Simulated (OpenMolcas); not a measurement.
**Multiconfigurational calculation on Ru5+**

Ru5+ among 3 point charges of -2.5 e arranged as a planar triangle (D3h), 1.77 Å from the ion.

Input:

```
&GATEWAY
Coord
1

Ru 0.0 0.0 0.0
Basis=ANO-RCC-VDZP
Group=NoSym
NoMove
AngMom=0.0 0.0 0.0
AMFI
XField
3 Angstrom 0
1.770000 0.000000 0.000000 -2.500000
-0.885000 1.532865 0.000000 -2.500000
-0.885000 -1.532865 0.000000 -2.500000
&SEWARD
* reference wave functions (RASSCF and RASSI steps not shown): 3 electrons in 5 orbitals (4d)
>>> COPY JOB001 $Project.JobIph
&CASPT2
Multistate=10 1 2 3 4 5 6 7 8 9 10
NoMult
Frozen=14
IPEA=0.25
Imaginary=0.1
MaxIter=60
WThr=0.0 0.3 0.05
PrWF=0.5
NoMix
>>> COPY JOB002 $Project.JobIph
&CASPT2
Multistate=40 1 2 3 4 5 6 7 8 9 10 11 12 13 14 15 16 17 18 19 20 21 22
23 24 25 26 27 28 29 30 31 32 33 34 35 36 37 38 39 40
NoMult
Frozen=14
IPEA=0.25
Imaginary=0.1
MaxIter=60
WThr=0.0 0.3 0.05
PrWF=0.5
NoMix
```

Launched by
```bash
OMP_NUM_THREADS=1 MOLCAS_MEM=1689 MOLCAS_PROJECT=a pymolcas a.inp > a.log  # once for each step of the input, in one work folder
```

Output, cut to the results:

```
--- CASPT2 ---
Orbital specifications:
      -----------------------

      Symmetry species                           1
                                                 a
      Frozen orbitals                           14
      Inactive orbitals                          4
      Active orbitals                            5
      Secondary orbitals                        20
      Deleted orbitals                           0
      Number of basis functions                 43
Type of calculation                        SS-CASPT2
      Fock operator                              state-specific
      IPEA shift                                 0.25
      Real shift                                 0.00
      Imaginary shift                            0.10
      The input orbitals will be transformed to quasi-canonical
Reference energy:       -4533.0428821106
      E2 (Non-variational):      -0.2032568863
      Shift correction:          -0.0000847576
      E2 (Variational):          -0.2033416438
      Total energy:           -4533.2462237545
      Residual norm:              0.0000000657
      Reference weight:           0.96133
      Contributions to the CASPT2 correlation energy
      Active & Virtual Only:         -0.0167705788
      One Inactive Excited:          -0.0901656909
      Two Inactive Excited:          -0.0963206166
Reference energy:       -4533.0051855886
      E2 (Non-variational):      -0.1991840238
      Shift correction:          -0.0000853373
      E2 (Variational):          -0.1992693612
      Total energy:           -4533.2044549498
      Residual norm:              0.0000000608
      Reference weight:           0.96174
      Contributions to the CASPT2 correlation energy
      Active & Virtual Only:         -0.0136582319
      One Inactive Excited:          -0.0914486159
      Two Inactive Excited:          -0.0940771760
::    CASPT2 Root  1     Total energy:  -4533.24622375
::    CASPT2 Root  2     Total energy:  -4533.20445495
::    CASPT2 Root  3     Total energy:  -4533.20444736
::    CASPT2 Root  4     Total energy:  -4533.18439885
::    CASPT2 Root  5     Total energy:  -4533.18515854
::    CASPT2 Root  6     Total energy:  -4533.18812356
::    CASPT2 Root  7     Total energy:  -4533.18812360
::    CASPT2 Root  8     Total energy:  -4533.10028200
::    CASPT2 Root  9     Total energy:  -4533.05863498
::    CASPT2 Root 10     Total energy:  -4533.05863513
--- CASPT2 ---
Orbital specifications:
      -----------------------

      Symmetry species                           1
                                                 a
      Frozen orbitals                           14
      Inactive orbitals                          4
      Active orbitals                            5
      Secondary orbitals                        20
      Deleted orbitals                           0
      Number of basis functions                 43
Type of calculation                        SS-CASPT2
      Fock operator                              state-specific
      IPEA shift                                 0.25
      Real shift                                 0.00
      Imaginary shift                            0.10
      The input orbitals will be transformed to quasi-canonical
Reference energy:       -4532.9772040518
      E2 (Non-variational):      -0.2050167034
      Shift correction:          -0.0000893001
      E2 (Variational):          -0.2051060035
      Total energy:           -4533.1823100553
      Residual norm:              0.0000000358
      Reference weight:           0.96047
      Contributions to the CASPT2 correlation energy
      Active & Virtual Only:         -0.0145502939
      One Inactive Excited:          -0.0981969648
      Two Inactive Excited:          -0.0922694448
Reference energy:       -4532.9729414702
      E2 (Non-variational):      -0.2061947400
      Shift correction:          -0.0000911444
      E2 (Variational):          -0.2062858845
      Total energy:           -4533.1792273547
      Residual norm:              0.0000000339
      Reference weight:           0.96013
      Contributions to the CASPT2 correlation energy
      Active & Virtual Only:         -0.0153491575
      One Inactive Excited:          -0.0978574181
      Two Inactive Excited:          -0.0929881645
::    CASPT2 Root  1     Total energy:  -4533.18231006
::    CASPT2 Root  2     Total energy:  -4533.17922735
::    CASPT2 Root  3     Total energy:  -4533.17922734
::    CASPT2 Root  4     Total energy:  -4533.17427474
::    CASPT2 Root  5     Total energy:  -4533.17412130
::    CASPT2 Root  6     Total energy:  -4533.16828124
::    CASPT2 Root  7     Total energy:  -4533.16828070
::    CASPT2 Root  8     Total energy:  -4533.15879415
::    CASPT2 Root  9     Total energy:  -4533.13448460
::    CASPT2 Root 10     Total energy:  -4533.13446470
::    CASPT2 Root 11     Total energy:  -4533.12877948
::    CASPT2 Root 12     Total energy:  -4533.12871439
::    CASPT2 Root 13     Total energy:  -4533.12792470
::    CASPT2 Root 14     Total energy:  -4533.12796951
::    CASPT2 Root 15     Total energy:  -4533.11158917
::    CASPT2 Root 16     Total energy:  -4533.11161307
::    CASPT2 Root 17     Total energy:  -4533.10511301
::    CASPT2 Root 18     Total energy:  -4533.10503109
::    CASPT2 Root 19     Total energy:  -4533.09870147
::    CASPT2 Root 20     Total energy:  -4533.09857736
::    CASPT2 Root 21     Total energy:  -4533.09106177
::    CASPT2 Root 22     Total energy:  -4533.09214488
::    CASPT2 Root 23     Total energy:  -4533.09214457
::    CASPT2 Root 24     Total energy:  -4533.07602964
::    CASPT2 Root 25     Total energy:  -4533.03076510
::    CASPT2 Root 26     Total energy:  -4533.03089338
::    CASPT2 Root 27     Total energy:  -4533.03400500
::    CASPT2 Root 28     Total energy:  -4533.03386164
::    CASPT2 Root 29     Total energy:  -4533.00775503
::    CASPT2 Root 30     Total energy:  -4533.00775494
```

Spin-orbit levels above the lowest (labels of D3, the rotations of D3h), with the averaged single-state CASPT2 energies on the diagonal:

| E (cm-1) | Degeneracy | Label | 2S+1 | g |
| --- | --- | --- | --- | --- |
| 0 | 2 | E3/2 | 4 | 0.00 0.00 5.95 |
| 88 | 2 | E1/2 | 4 | 1.98 3.53 3.53 |
| 6710 | 2 | E3/2 | 4 | 0.00 0.00 0.16 |
| 8400 | 2 | E1/2 | 4 | 0.00 0.00 4.11 |
| 10050 | 2 | E1/2 | 4 | 0.00 0.00 8.03 |
| 11080 | 2 | E1/2 | 4 | 0.12 0.12 1.13 |
| 11580 | 2 | E3/2 | 4 | 0.00 0.00 11.96 |
| 11950 | 2 | E3/2 | 4 | 0.00 0.00 2.94 |
| 12060 | 2 | E1/2 | 4 | 0.22 0.22 3.81 |
| 12940 | 2 | E1/2 | 4 | 0.00 0.00 7.19 |
| 13080 | 2 | E1/2 | 4 (50 %) | 0.26 1.41 1.41 |
| 13860 | 2 | E1/2 | 2 (59 %) | 0.34 2.52 2.52 |
| 14080 | 2 | E3/2 | 4 (60 %) | 0.00 0.00 3.39 |
| 14870 | 2 | E3/2 | 2 (83 %) | 0.00 0.00 2.57 |
| 15000 | 2 | E1/2 | 4 (87 %) | 0.01 0.01 6.51 |
| 15310 | 2 | E1/2 | 4 | 0.01 0.01 9.89 |
| 15310 | 2 | E1/2 | 2 | 0.79 5.28 5.28 |
| 15400 | 2 | E3/2 | 2 (74 %) | 0.00 0.00 3.62 |
| 16470 | 2 | E1/2 | 2 (88 %) | 0.00 0.00 6.05 |
| 17860 | 2 | E1/2 | 2 | 0.38 2.20 2.20 |

Roots that are degenerate in the reference are averaged as groups; the widest CASPT2 spread within a group is 170 cm-1 (the 2-fold group of multiplicity 4 near 13500 cm-1 above the lowest state of its run). Shifts and gaps below about the spread of the groups concerned are not significant. Free-ion shares, where given, are those of the reference states; single-state CASPT2 does not remix them. Point charges carry no covalency, so the field is a model and not that of real ligands. No measured value stands beside these numbers.

The CASPT2 steps took 5 s on 1 thread of Arm Neoverse V1, on a shared host; the integral step is not counted.
